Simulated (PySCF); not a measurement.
# Reading the logs of faulty runs: Ge2H7N2

These are calculations, not measurements. They come from PySCF 2.14.0, an open-source quantum chemistry program, on an isolated molecule that a program drew, which may never have been made. The molecule is Ge2H7N2 (charge 0, doublet), drawn as the SMILES string `[NH2][GeH2][NH][GeH2]`.

Each row is a Hartree-Fock (HF) and frozen-core CCSD(T) single point in the cc-pVDZ basis, meant for a local HF minimum. Run 1 is clean. Each other run has one planted mistake out of seven kinds, and not every kind appears here: one electron removed, one electron added, multiplicity raised by two, geometry at a saddle point, minimal basis STO-3G, one bond length entered in bohr, all coordinates scaled. The reference is restricted for singlets and unrestricted otherwise, and also for a bond in bohr. Adding or removing an electron swaps singlet and doublet. Electrons count all cores. HOMO and LUMO are orbital energies over both spins, the gradient is its largest component, and the lowest frequency (negative if imaginary) is given only where the gradient is small. Bond lengths are over the 10 bonds as drawn. T1 is the CCSD diagnostic: over 0.02 (restricted) or 0.045 (unrestricted) a single reference is doubtful. Germanium has the cc-pVDZ-PP basis, with a core potential (ECP10MDF) in place of its 10 inner electrons, and its 3s, 3p and 3d shells are frozen in CCSD(T).

Geometry of the clean run:
```xyz
11
Ge2H7N2, angstrom
N     0.9709    1.4770    1.6985
Ge    0.3088   -0.1285    1.0995
N     1.2083   -0.5846   -0.4315
Ge    0.5724   -0.7813   -2.1442
H     0.7251    1.7030    2.6474
H     0.7529    2.2698    1.1194
H    -1.1802   -0.1169    0.7265
H     0.5701   -1.1282    2.2298
H     2.2063   -0.4741   -0.3669
H    -0.8359   -1.3979   -2.0565
H     1.5296   -1.7174   -2.9107
```

```
run,electrons,basis functions,<S^2>,HOMO (eV),LUMO (eV),gradient (hartree/bohr),lowest frequency (cm^-1),mean bond (Å),longest bond (Å),T1,HF (hartree),CCSD(T) (hartree),mistake
1,85,109,0.757,-8.15,1.57,4.4e-05,36,1.4675,1.838,0.0154,-699.72206,-700.31426,no fault
2,85,109,3.765,-2.73,0.22,7.5e-02,-,1.4675,1.838,0.0220,-699.50051,-700.07458,multiplicity raised by two
3,85,109,0.954,-8.49,1.03,2.9e-02,-,1.6047,2.915,0.0314,-699.65143,-700.23860,one bond length entered in bohr
4,85,109,0.756,-7.98,1.79,3.8e-02,-,1.4146,1.771,0.0140,-699.70665,-700.29045,all coordinates scaled
5,84,109,0.000,-14.56,-6.30,7.0e-02,-,1.4675,1.838,0.0251,-699.45573,-700.05702,?
```

**Which mistake was planted in run 5, and what did it cost?**

It counts 84 electrons, one fewer than the clean run, at the same geometry and basis. So the mistake is: one electron removed. Subtracting run 1 and multiplying by 627.51 kcal/mol a hartree, the energy moved by 167.1 kcal/mol in HF and 161.4 kcal/mol in CCSD(T).

Cautions from the logs. Run 5: T1 is over the limit, so its CCSD(T) energy is less reliable.
